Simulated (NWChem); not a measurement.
Everything below was run with NWChem. System: Br, charge 0, spin multiplicity 2. Its SCF solution wasn't tested for a lower state. Level: ROCCSDT/def2-SVP, 9 core orbitals frozen.

Job file:

```
start mol
memory heap 100 mb stack 700 mb global 1900 mb
geometry units angstroms nocenter noautoz
  Br     0.000000     0.000000     0.000000
  symmetry group D2h
end
basis spherical
  * library def2-svp
end
scf
  rohf
  nopen 1
  maxiter 100
  thresh 1e-7
  semidirect memsize 60000000 filesize 0
  # guess.movecs holds the orbitals of an unrestricted PBE0 run
  vectors input guess.movecs swap 16 18 output mol.movecs
end
tce
  freeze core 9
  ccsdt
  2eorb
  2emet 13
  thresh 1e-6
  maxiter 100
  tilesize 24
end
task tce energy
```

Output (cleaned and shortened):

```
             Northwest Computational Chemistry Package (NWChem) 7.3.0
             --------------------------------------------------------

                                NWChem Input Module
                                -------------------

 Scaling coordinates for geometry "geometry" by  1.889725989
 (inverse scale =  0.529177249)

                             Geometry "geometry" -> ""
                             -------------------------

 Output coordinates in angstroms (scale by  1.889725989 to convert to a.u.)

  No.       Tag          Charge          X              Y              Z
 ---- ---------------- ---------- -------------- -------------- --------------
    1 Br                  35.0000     0.00000000     0.00000000     0.00000000

 Effective nuclear repulsion energy (a.u.)       0.0000000000

            Nuclear Dipole moment (a.u.)
            ----------------------------
        X                 Y               Z
 ---------------- ---------------- ----------------
     0.0000000000     0.0000000000     0.0000000000

      Symmetry information
      --------------------

 Group name             D2h
 Group number             26
 Group order               8
 No. of unique centers     1

      Symmetry unique atoms

     1


 Summary of "ao basis" -> "" (spherical)
 ------------------------------------------------------------------------------
       Tag                 Description            Shells   Functions and Types
 ---------------- ------------------------------  ------  ---------------------
 *                          def2-svp                  on all atoms

 Summary of "ao basis" -> "ao basis" (spherical)
 ------------------------------------------------------------------------------
       Tag                 Description            Shells   Functions and Types
 ---------------- ------------------------------  ------  ---------------------
 Br                         def2-svp                12       32   5s4p3d

                                 NWChem SCF Module
                                 -----------------

  ao basis        = "ao basis"
  functions       =    32
  atoms           =     1
  closed shells   =    17
  open shells     =     1
  charge          =   0.00
  wavefunction    = ROHF
  use symmetry    = T
  symmetry adapt  = T

 Summary of "ao basis" -> "ao basis" (spherical)
 ------------------------------------------------------------------------------
       Tag                 Description            Shells   Functions and Types
 ---------------- ------------------------------  ------  ---------------------
 Br                         def2-svp                12       32   5s4p3d

      Symmetry analysis of basis
      --------------------------

        ag         11
        au          0
        b1g         3
        b1u         4
        b2g         3
        b2u         4
        b3g         3
        b3u         4

 Forming initial guess at       0.1s

 Swapping ROHF orbitals    16   18

      Symmetry analysis of molecular orbitals - initial
      -------------------------------------------------

  Numbering of irreducible representations:

     1 ag          2 au          3 b1g         4 b1u         5 b2g
     6 b2u         7 b3g         8 b3u

  Orbital symmetries:

     1 ag          2 ag          3 b1u         4 b3u         5 b2u
     6 ag          7 b1u         8 b2u         9 b3u        10 ag
    11 b3g        12 b2g        13 b1g        14 ag         15 ag
    16 b3u        17 b2u        18 b1u        19 ag         20 ag
    21 b2g        22 b3g        23 ag         24 b1g        25 b1u
    26 b3u        27 b2u        28 ag

 Starting SCF solution at       0.1s

 ----------------------------------------------
         Quadratically convergent ROHF

 Convergence threshold     :          1.000E-07
 Maximum no. of iterations :          100
 Final Fock-matrix accuracy:          1.000E-09
 ----------------------------------------------

              iter       energy          gnorm     gmax       time
             ----- ------------------- --------- --------- --------
                 1    -2572.0704224633  5.01D-01  1.95D-01      0.3
                 2    -2572.0782738363  1.14D-01  4.50D-02      0.3
                 3    -2572.0786065519  1.44D-03  4.81D-04      0.3
                 4    -2572.0786066545  1.04D-06  5.41D-07      0.3
                 5    -2572.0786066545  1.01D-09  5.22D-10      0.4

       Final ROHF results
       ------------------

         Total SCF energy =  -2572.078606654528
      One-electron energy =  -3581.599672958544
      Two-electron energy =   1009.521066304016
 Nuclear repulsion energy =      0.000000000000

        Time for solution =      0.3s

       Symmetry analysis of molecular orbitals - final
       -----------------------------------------------

  Numbering of irreducible representations:

     1 ag          2 au          3 b1g         4 b1u         5 b2g
     6 b2u         7 b3g         8 b3u

  Orbital symmetries:

     1 ag          2 ag          3 b1u         4 b2u         5 b3u
     6 ag          7 b1u         8 b2u         9 b3u        10 ag
    11 b3g        12 b2g        13 b1g        14 ag         15 ag
    16 b3u        17 b2u        18 b1u        19 ag         20 ag
    21 b2g        22 b3g        23 ag         24 b1g        25 b1u
    26 b3u        27 b2u        28 ag

             Final eigenvalues
             -----------------

              1
    1 -490.0048
    2  -65.1728
    3  -58.5452
    4  -58.5427
    5  -58.5427
    6   -9.8631
    7   -7.4808
    8   -7.4689
    9   -7.4689
   10   -3.2235
   11   -3.2190
   12   -3.2190
   13   -3.2054
   14   -3.2054
   15   -0.9855
   16   -0.4385
   17   -0.4385
   18   -0.2720
   19    0.4564
   20    0.7124
   21    0.7150
   22    0.7150
   23    0.7229
   24    0.7229
   25    0.7993
   26    0.8122
   27    0.8122
   28    3.8480

                       ROHF Final Molecular Orbital Analysis
                       -------------------------------------

 Vector   16  Occ=2.000000D+00  E=-4.384951D-01  Symmetry=b3u
              MO Center= -7.7D-19,  5.5D-30, -1.7D-30, r^2= 1.4D+00
   Bfn.  Coefficient  Atom+Function         Bfn.  Coefficient  Atom+Function
  ----- ------------  ---------------      ----- ------------  ---------------
    15      0.614162  1 Br px                12      0.542355  1 Br px
     9     -0.355469  1 Br px

 Vector   17  Occ=2.000000D+00  E=-4.384951D-01  Symmetry=b2u
              MO Center=  1.5D-32, -4.5D-18, -3.9D-31, r^2= 1.4D+00
   Bfn.  Coefficient  Atom+Function         Bfn.  Coefficient  Atom+Function
  ----- ------------  ---------------      ----- ------------  ---------------
    16      0.614162  1 Br py                13      0.542355  1 Br py
    10     -0.355469  1 Br py

 Vector   18  Occ=1.000000D+00  E=-2.719569D-01  Symmetry=b1u
              MO Center=  3.7D-19,  2.8D-19,  2.6D-16, r^2= 1.4D+00
   Bfn.  Coefficient  Atom+Function         Bfn.  Coefficient  Atom+Function
  ----- ------------  ---------------      ----- ------------  ---------------
    17      0.594226  1 Br pz                14      0.565125  1 Br pz
    11     -0.365128  1 Br pz

 Vector   19  Occ=0.000000D+00  E= 4.563853D-01  Symmetry=ag
              MO Center=  7.5D-18,  7.5D-18,  1.2D-15, r^2= 2.7D+00
   Bfn.  Coefficient  Atom+Function         Bfn.  Coefficient  Atom+Function
  ----- ------------  ---------------      ----- ------------  ---------------
     4      2.094103  1 Br s                  5     -1.943678  1 Br s
     3     -0.609426  1 Br s

 Vector   20  Occ=0.000000D+00  E= 7.124386D-01  Symmetry=ag
              MO Center=  1.1D-16,  1.2D-16,  1.0D-14, r^2= 1.3D+00
   Bfn.  Coefficient  Atom+Function         Bfn.  Coefficient  Atom+Function
  ----- ------------  ---------------      ----- ------------  ---------------
    30      1.015846  1 Br d  0              20     -0.224068  1 Br d  0

 Vector   21  Occ=0.000000D+00  E= 7.150371D-01  Symmetry=b2g
              MO Center=  1.5D-19, -9.1D-37, -7.1D-30, r^2= 1.3D+00
   Bfn.  Coefficient  Atom+Function         Bfn.  Coefficient  Atom+Function
  ----- ------------  ---------------      ----- ------------  ---------------
    31      1.015544  1 Br d  1              21     -0.224413  1 Br d  1

 center of mass
 --------------
 x =   0.00000000 y =   0.00000000 z =   0.00000000

 moments of inertia (a.u.)
 ------------------
           0.000000000000           0.000000000000           0.000000000000
           0.000000000000           0.000000000000           0.000000000000
           0.000000000000           0.000000000000           0.000000000000

  Mulliken analysis of the total density
  --------------------------------------

    Atom       Charge   Shell Charges
 -----------   ------   -------------------------------------------------------
    1 Br  35    35.00   2.00  2.00  2.00  1.40  0.60  6.00  5.99  2.21  2.80  8.23  1.73  0.04

 Mulliken analysis of the open-shell density
 -------------------------------------------

    Atom       Charge   Shell Charges
 -----------   ------   -------------------------------------------------------
    1 Br  35     1.00   0.00 -0.00  0.00  0.00  0.00  0.00  0.00  0.45  0.54  0.00  0.00  0.00

       Multipole analysis of the density wrt the origin
       ------------------------------------------------

     L   x y z        total         open         nuclear
     -   - - -        -----         ----         -------
     0   0 0 0     -0.000000     -1.000000     35.000000

     1   1 0 0      0.000000     -0.000000      0.000000
     1   0 1 0      0.000000     -0.000000      0.000000
     1   0 0 1      0.000000     -0.000000      0.000000

     2   2 0 0    -13.999429     -0.997646      0.000000
     2   1 1 0     -0.000000     -0.000000      0.000000
     2   1 0 1      0.000000     -0.000000      0.000000
     2   0 2 0    -13.999429     -0.997646      0.000000
     2   0 1 1      0.000000     -0.000000      0.000000
     2   0 0 2    -11.884958     -2.992938      0.000000

                   NWChem Extensible Many-Electron Theory Module
                   ---------------------------------------------


            General Information
            -------------------
      Number of processors :     1
         Wavefunction type : Restricted open-shell Hartree-Fock
          No. of electrons :    35
           Alpha electrons :    18
            Beta electrons :    17
           No. of orbitals :    64
            Alpha orbitals :    32
             Beta orbitals :    32
        Alpha frozen cores :     9
         Beta frozen cores :     9
     Alpha frozen virtuals :     0
      Beta frozen virtuals :     0
         Spin multiplicity : doublet
    Number of AO functions :    32
       Number of AO shells :    12
        Use of symmetry is : on
      Symmetry adaption is : on
         Schwarz screening : 0.10D-09

          Correlation Information
          -----------------------
          Calculation type : Coupled-cluster singles, doubles, & triples
   Perturbative correction : none
            Max iterations :      100
        Residual threshold : 0.10D-05
     T(0) DIIS level shift : 0.00D+00
     L(0) DIIS level shift : 0.00D+00
     T(1) DIIS level shift : 0.00D+00
     L(1) DIIS level shift : 0.00D+00
     T(R) DIIS level shift : 0.00D+00
     T(I) DIIS level shift : 0.00D+00
   CC-T/L Amplitude update :  5-th order DIIS
                I/O scheme : Global Array Library
        L-threshold :  0.10D-05
        EOM-threshold :  0.10D-05
 no EOMCCSD initial starts read in
 TCE RESTART OPTIONS
 SLICE:      F
 D4D5:       F
 quantumc:   F
 qrotation:  F
 pwtce:      F
 qducc:      F
 nacto:                         0
 nrotv:                         0
 nrot:                          0

            Memory Information
            ------------------
          Available GA space size is     249034752 doubles
          Available MA space size is     104854764 doubles

 Maximum block size supplied by input
 Maximum block size        24 doubles

 tile_dim =      5

 -------------------------------------------------

 Global array virtual files algorithm will be used

 Parallel file system coherency ......... OK

 4-electron integrals stored in orbital form

 v2    file size   =             7459
 4-index algorithm nr.  13 is used
 imaxsize =       30
 imaxsize ichop =        0
 IN MAPPING 1 for UCC(4),CCSDT,CCSDTQ


 CCSDT iterations
 --------------------------------------------------------
 Iter          Residuum       Correlation     Cpu    Wall
 --------------------------------------------------------
    1   0.5312843648392  -0.2124947965754    81.3    81.3
    2   0.0889050672093  -0.2131696694378    79.5    79.5
    3   0.0313620203041  -0.2195719520543    79.3    79.3
    4   0.0101429372476  -0.2194062287576    79.6    79.6
    5   0.0038712677095  -0.2198914540897    79.6    79.6
    6   0.0012895823850  -0.2199471720576    80.0    80.0
    7   0.0003818276003  -0.2199502518913    79.7    79.7
    8   0.0001348759157  -0.2199491829434    79.6    79.6
    9   0.0000532217309  -0.2199493418398    79.7    79.7
   10   0.0000215610382  -0.2199496648961    80.2    80.2
   11   0.0000042718649  -0.2199498851469    80.2    80.2
   12   0.0000011077055  -0.2199499106317    79.7    79.7
   13   0.0000004567539  -0.2199499435739    79.8    79.8
 --------------------------------------------------------
 Iterations converged
 CCSDT correlation energy / hartree =        -0.219949943573880
 CCSDT total energy / hartree       =     -2572.298556598102095

 Singles contributions

 Doubles contributions

 Task  times  cpu:     1045.0s     wall:     1045.0s

 Total times  cpu:     1045.0s     wall:     1045.0s
```
